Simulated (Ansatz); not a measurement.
A short molecular-dynamics run on BClFH2InO, SMILES `FB(Cl)[O][InH2]`.

```yaml
crystal:
  periodic: [false, false, false]
  atoms:
    - {symbol: F, position_ang: [0.990669, -0.490719, -1.436644]}
    - {symbol: B, position_ang: [-0.153208, -0.992652, -0.920103]}
    - {symbol: Cl, position_ang: [-0.833801, -2.380686, -1.776875]}
    - {symbol: O, position_ang: [-0.702542, -0.465325, 0.149070]}
    - {symbol: In, position_ang: [0.102300, 1.136006, 1.120077]}
    - {symbol: H, position_ang: [-0.551286, 2.582209, 0.511215]}
    - {symbol: H, position_ang: [1.147858, 0.611178, 2.353260]}
basis:
  gaussian: {orbitals: def2-SVP}
hamiltonian: {xc: {name: revPBE}, dispersion: d3bj}
md: {timestep: 0.5 fs, n_steps: 20, ensemble: nve, temperature: 1000, initial_velocities: maxwell_boltzmann, seed: 927}
```

```sh
$ ansatz run in.yaml --threads 4 --pin off --events-out ev --progress --plain --max-ram 10444MiB
```

```csv
step,time (fs),potential energy (eV),kinetic (eV),T (K),conserved (eV)
0,0.0,-23162.5984,0.6463,1000,-23161.9521
1,0.5,-23162.5899,0.6379,987,-23161.9520
2,1.0,-23162.5807,0.6287,973,-23161.9520
3,1.5,-23162.5714,0.6195,959,-23161.9520
4,2.0,-23162.5624,0.6105,945,-23161.9520
5,2.5,-23162.5538,0.6018,931,-23161.9520
6,3.0,-23162.5455,0.5936,918,-23161.9520
7,3.5,-23162.5374,0.5854,906,-23161.9520
8,4.0,-23162.5292,0.5771,893,-23161.9520
9,4.5,-23162.5203,0.5682,879,-23161.9521
10,5.0,-23162.5105,0.5584,864,-23161.9521
11,5.5,-23162.4994,0.5473,847,-23161.9521
12,6.0,-23162.4869,0.5348,827,-23161.9521
13,6.5,-23162.4730,0.5209,806,-23161.9521
14,7.0,-23162.4577,0.5057,782,-23161.9521
15,7.5,-23162.4415,0.4894,757,-23161.9521
16,8.0,-23162.4245,0.4725,731,-23161.9520
17,8.5,-23162.4073,0.4553,704,-23161.9520
18,9.0,-23162.3904,0.4384,678,-23161.9520
19,9.5,-23162.3742,0.4222,653,-23161.9519
20,10.0,-23162.3592,0.4073,630,-23161.9519
```

Velocities are drawn at the set temperature; a run this short doesn't reach equilibrium.

Frames (Å, forces in eV/Å):

```xyz
7
time=0.0 fs
F     0.991   -0.491   -1.437    0.666    0.301   -0.292
B    -0.153   -0.993   -0.920    0.070   -0.286   -0.370
Cl   -0.834   -2.381   -1.777   -0.241   -0.414   -0.221
O    -0.703   -0.465    0.149   -0.841   -0.280    0.474
In    0.102    1.136    1.120    0.278    0.491    0.269
H    -0.551    2.582    0.511   -0.132    0.286   -0.110
H     1.148    0.611    2.353    0.199   -0.098    0.249
7
time=0.5 fs
F     0.993   -0.495   -1.439    0.652    0.320   -0.279
B    -0.153   -0.991   -0.921    0.169   -0.337   -0.460
Cl   -0.834   -2.378   -1.775   -0.275   -0.468   -0.262
O    -0.700   -0.467    0.147   -0.898   -0.200    0.597
In    0.101    1.136    1.120    0.292    0.461    0.217
H    -0.561    2.569    0.505   -0.166    0.336   -0.113
H     1.172    0.611    2.325    0.225   -0.112    0.299
7
time=1.0 fs
F     0.996   -0.499   -1.442    0.635    0.339   -0.264
B    -0.153   -0.989   -0.922    0.267   -0.383   -0.544
Cl   -0.834   -2.375   -1.773   -0.310   -0.523   -0.303
O    -0.697   -0.468    0.146   -0.950   -0.123    0.713
In    0.101    1.136    1.121    0.313    0.434    0.175
H    -0.572    2.558    0.499   -0.195    0.376   -0.110
H     1.196    0.611    2.298    0.240   -0.119    0.333
7
time=1.5 fs
F     0.999   -0.504   -1.444    0.615    0.355   -0.248
B    -0.153   -0.987   -0.923    0.361   -0.422   -0.618
Cl   -0.835   -2.372   -1.771   -0.345   -0.578   -0.345
O    -0.694   -0.470    0.145   -0.995   -0.051    0.820
In    0.100    1.136    1.121    0.341    0.409    0.142
H    -0.582    2.546    0.492   -0.218    0.404   -0.102
H     1.221    0.611    2.272    0.241   -0.118    0.350
7
time=2.0 fs
F     1.002   -0.508   -1.447    0.592    0.371   -0.231
B    -0.153   -0.986   -0.925    0.451   -0.453   -0.680
Cl   -0.835   -2.369   -1.769   -0.380   -0.634   -0.387
O    -0.691   -0.471    0.143   -1.032    0.016    0.915
In    0.099    1.136    1.122    0.376    0.389    0.118
H    -0.594    2.536    0.485   -0.233    0.419   -0.088
H     1.247    0.610    2.246    0.226   -0.108    0.353
7
time=2.5 fs
F     1.005   -0.512   -1.449    0.568    0.386   -0.213
B    -0.152   -0.984   -0.926    0.534   -0.476   -0.727
Cl   -0.835   -2.366   -1.767   -0.414   -0.689   -0.429
O    -0.689   -0.472    0.142   -1.060    0.076    0.995
In    0.098    1.136    1.122    0.419    0.373    0.101
H    -0.606    2.527    0.478   -0.241    0.421   -0.066
H     1.273    0.609    2.222    0.196   -0.091    0.340
7
time=3.0 fs
F     1.008   -0.516   -1.452    0.542    0.400   -0.195
B    -0.152   -0.983   -0.928    0.608   -0.488   -0.758
Cl   -0.836   -2.363   -1.765   -0.449   -0.745   -0.472
O    -0.687   -0.474    0.141   -1.078    0.128    1.058
In    0.097    1.136    1.123    0.467    0.361    0.089
H    -0.618    2.519    0.470   -0.241    0.410   -0.038
H     1.299    0.608    2.198    0.151   -0.066    0.316
7
time=3.5 fs
F     1.011   -0.520   -1.455    0.516    0.413   -0.177
B    -0.151   -0.982   -0.929    0.674   -0.491   -0.769
Cl   -0.836   -2.361   -1.763   -0.483   -0.801   -0.515
O    -0.685   -0.475    0.140   -1.086    0.172    1.103
In    0.096    1.136    1.123    0.521    0.355    0.079
H    -0.631    2.512    0.463   -0.233    0.388   -0.004
H     1.326    0.607    2.175    0.092   -0.036    0.283
7
time=4.0 fs
F     1.014   -0.524   -1.458    0.489    0.426   -0.159
B    -0.151   -0.981   -0.931    0.728   -0.484   -0.761
Cl   -0.837   -2.358   -1.762   -0.516   -0.856   -0.558
O    -0.683   -0.477    0.140   -1.082    0.206    1.127
In    0.095    1.136    1.123    0.577    0.354    0.071
H    -0.645    2.506    0.456   -0.218    0.355    0.036
H     1.353    0.606    2.152    0.022    0.000    0.243
7
time=4.5 fs
F     1.017   -0.528   -1.460    0.462    0.438   -0.141
B    -0.150   -0.980   -0.934    0.772   -0.467   -0.731
Cl   -0.837   -2.355   -1.760   -0.549   -0.911   -0.601
O    -0.681   -0.478    0.139   -1.067    0.231    1.132
In    0.095    1.136    1.124    0.635    0.357    0.061
H    -0.659    2.501    0.448   -0.195    0.313    0.080
H     1.380    0.604    2.130   -0.057    0.039    0.200
7
time=5.0 fs
F     1.021   -0.532   -1.463    0.436    0.450   -0.123
B    -0.149   -0.979   -0.936    0.804   -0.441   -0.682
Cl   -0.838   -2.353   -1.758   -0.582   -0.965   -0.643
O    -0.679   -0.479    0.139   -1.041    0.246    1.115
In    0.094    1.136    1.124    0.692    0.364    0.049
H    -0.674    2.496    0.441   -0.167    0.266    0.127
H     1.407    0.603    2.109   -0.141    0.079    0.156
7
time=5.5 fs
F     1.024   -0.536   -1.466    0.410    0.462   -0.106
B    -0.147   -0.978   -0.938    0.823   -0.406   -0.612
Cl   -0.838   -2.350   -1.756   -0.613   -1.018   -0.685
O    -0.678   -0.481    0.139   -1.005    0.253    1.079
In    0.093    1.136    1.125    0.746    0.376    0.034
H    -0.689    2.492    0.434   -0.134    0.214    0.176
H     1.434    0.602    2.088   -0.227    0.120    0.114
7
time=6.0 fs
F     1.027   -0.540   -1.469    0.386    0.473   -0.090
B    -0.146   -0.977   -0.941    0.832   -0.363   -0.524
Cl   -0.839   -2.348   -1.755   -0.644   -1.070   -0.726
O    -0.677   -0.482    0.139   -0.958    0.251    1.024
In    0.092    1.136    1.125    0.797    0.390    0.015
H    -0.704    2.489    0.428   -0.098    0.160    0.226
H     1.460    0.601    2.067   -0.314    0.160    0.075
7
time=6.5 fs
F     1.031   -0.544   -1.471    0.363    0.484   -0.074
B    -0.144   -0.977   -0.944    0.829   -0.314   -0.419
Cl   -0.840   -2.346   -1.753   -0.673   -1.120   -0.766
O    -0.676   -0.483    0.139   -0.903    0.241    0.951
In    0.091    1.136    1.126    0.842    0.406   -0.008
H    -0.719    2.486    0.422   -0.060    0.106    0.275
H     1.486    0.601    2.047   -0.397    0.198    0.041
7
time=7.0 fs
F     1.034   -0.547   -1.474    0.341    0.494   -0.059
B    -0.143   -0.976   -0.946    0.815   -0.260   -0.301
Cl   -0.840   -2.343   -1.752   -0.701   -1.168   -0.804
O    -0.675   -0.484    0.139   -0.839    0.224    0.863
In    0.091    1.136    1.126    0.881    0.423   -0.035
H    -0.735    2.483    0.417   -0.021    0.053    0.323
H     1.510    0.601    2.026   -0.476    0.232    0.013
7
time=7.5 fs
F     1.038   -0.551   -1.477    0.320    0.505   -0.045
B    -0.141   -0.976   -0.949    0.792   -0.203   -0.170
Cl   -0.841   -2.341   -1.750   -0.727   -1.213   -0.841
O    -0.674   -0.485    0.140   -0.769    0.202    0.762
In    0.090    1.136    1.126    0.913    0.442   -0.065
H    -0.751    2.480    0.412    0.018    0.004    0.368
H     1.534    0.601    2.006   -0.548    0.263   -0.009
7
time=8.0 fs
F     1.041   -0.555   -1.480    0.301    0.515   -0.031
B    -0.138   -0.975   -0.952    0.760   -0.145   -0.031
Cl   -0.842   -2.339   -1.749   -0.751   -1.255   -0.876
O    -0.673   -0.486    0.140   -0.693    0.176    0.650
In    0.089    1.136    1.127    0.939    0.460   -0.097
H    -0.767    2.478    0.409    0.055   -0.041    0.410
H     1.556    0.603    1.985   -0.612    0.290   -0.025
7
time=8.5 fs
F     1.045   -0.558   -1.483    0.283    0.525   -0.017
B    -0.136   -0.975   -0.955    0.721   -0.087    0.113
Cl   -0.843   -2.337   -1.747   -0.772   -1.293   -0.909
O    -0.672   -0.488    0.141   -0.612    0.146    0.531
In    0.089    1.136    1.127    0.958    0.478   -0.132
H    -0.782    2.475    0.406    0.090   -0.082    0.448
H     1.576    0.604    1.965   -0.668    0.312   -0.034
7
time=9.0 fs
F     1.049   -0.562   -1.485    0.266    0.534   -0.004
B    -0.134   -0.974   -0.958    0.676   -0.030    0.259
Cl   -0.844   -2.335   -1.746   -0.792   -1.327   -0.939
O    -0.672   -0.489    0.142   -0.529    0.115    0.406
In    0.088    1.136    1.128    0.970    0.495   -0.168
H    -0.798    2.472    0.405    0.122   -0.117    0.482
H     1.595    0.607    1.944   -0.713    0.330   -0.037
7
time=9.5 fs
F     1.052   -0.565   -1.488    0.249    0.544    0.010
B    -0.131   -0.974   -0.961    0.625    0.022    0.405
Cl   -0.845   -2.333   -1.745   -0.808   -1.357   -0.966
O    -0.671   -0.490    0.142   -0.444    0.083    0.279
In    0.087    1.136    1.128    0.976    0.510   -0.204
H    -0.813    2.469    0.404    0.150   -0.146    0.511
H     1.612    0.611    1.924   -0.749    0.343   -0.035
7
time=10.0 fs
F     1.056   -0.568   -1.491    0.234    0.553    0.023
B    -0.128   -0.974   -0.963    0.570    0.070    0.547
Cl   -0.846   -2.332   -1.744   -0.822   -1.382   -0.990
O    -0.671   -0.491    0.143   -0.357    0.051    0.152
In    0.087    1.136    1.129    0.975    0.525   -0.241
H    -0.827    2.465    0.405    0.175   -0.168    0.536
H     1.628    0.615    1.903   -0.774    0.352   -0.026
```

Hardware: 4 threads of an Intel Xeon 6975P-C on a shared host. Wall time 10 s, peak host memory 0.16 GiB.
